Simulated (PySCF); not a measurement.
# Tl⁺ (thallium, charge +1) across methods

[Xe] 4f14 5d9 6s2 7s1, high-spin 3D determinant (an excited configuration). All numbers are calculated (PySCF 2.14, scalar relativity through the core potential, in aug-cc-pVQZ-PP with ECP60MDF).

```csv
method,E (hartree),mean ε 6s α (eV),mean ε 6s β (eV),mean ε 7s α (eV),Σ⟨r²⟩ (bohr²),⟨S²⟩
PBE0,-171.5045,-22.685,-22.164,-6.562,74.07,2.000
PBE,-171.5451,-21.680,-21.226,-6.211,73.48,2.000
MN15,-171.1907,-23.964,-23.403,-6.656,74.04,2.000
LDA,-171.2526,-22.093,-21.678,-6.170,73.16,2.000
UHF,-170.56354,-24.783,-23.980,-7.192,78.22,2.001
r2SCAN,-171.5746,-21.765,-21.455,-6.189,73.33,2.001
B97-3,-171.5411,-22.629,-22.168,-6.407,73.80,2.001
```

Estimate the same row for wB97M-V.

E (hartree) = -171.4259; mean ε 6s α (eV) = -24.859; mean ε 6s β (eV) = -24.307; mean ε 7s α (eV) = -7.350; Σ⟨r²⟩ (bohr²) = 74.84; ⟨S²⟩ = 2.000.

Energies and moments cover only the electrons outside the core potential. Spin-orbit coupling, absent here, splits the open shell strongly. The outer electron is Rydberg-like, and this basis confines it to a smaller radius and binds it less than a complete one would.
